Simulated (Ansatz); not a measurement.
C₂H₁₀GaN, SMILES `[CH3][GaH-]([CH3])[NH3+]`. The species carries charge 0 and has multiplicity 1. The geometry is a stationary point of PBE0-D4/def2-TZVP. It is one conformer, not always the lowest.

```xyz
14

C     0.597   -1.009    1.536
Ga   -0.328    0.404    0.480
C    -1.757   -0.160   -0.789
N     1.246    0.849   -0.951
H     1.519   -0.647    1.999
H    -0.050   -1.360    2.345
H     0.843   -1.882    0.923
H    -0.428    1.861    1.113
H    -2.669   -0.415   -0.241
H    -2.021    0.630   -1.497
H    -1.469   -1.048   -1.360
H     0.945    1.570   -1.596
H     2.075    1.180   -0.473
H     1.498    0.027   -1.490
```

(1) What is the dipole moment at ωB97M-V/def2-TZVPP? (An estimate is asked.)

(2) And with PBE, r2SCAN, B3LYP? (Best estimate.)

(3) Give the Mulliken charges with ωB97M-V, r2SCAN, PBE in def2-TZVPP. (Best estimate.)

## Answers

(1) The calculation gave: 4.62 D, with components (3.33, 0.68, -3.12) D in this frame, pointing from negative to positive charge.

(2) Ansatz gave: PBE 4.59 D, r2SCAN 4.65 D, B3LYP 4.62 D.

(3) Ansatz gave: 
| atom | ωB97M-V | r2SCAN | PBE |
| --- | --- | --- | --- |
| C1 | -0.52 | -0.34 | -0.40 |
| Ga2 | 0.27 | 0.22 | 0.14 |
| C3 | -0.52 | -0.34 | -0.40 |
| N4 | -0.22 | -0.24 | -0.26 |
| H5 | 0.10 | 0.05 | 0.07 |
| H6 | 0.11 | 0.06 | 0.09 |
| H7 | 0.10 | 0.05 | 0.07 |
| H8 | -0.09 | -0.12 | -0.09 |
| H9 | 0.11 | 0.06 | 0.09 |
| H10 | 0.10 | 0.05 | 0.07 |
| H11 | 0.10 | 0.05 | 0.07 |
| H12 | 0.16 | 0.17 | 0.18 |
| H13 | 0.16 | 0.17 | 0.18 |
| H14 | 0.15 | 0.17 | 0.18 |

B3LYP here is the variant with VWN-RPA as its local correlation; programs differ in this.
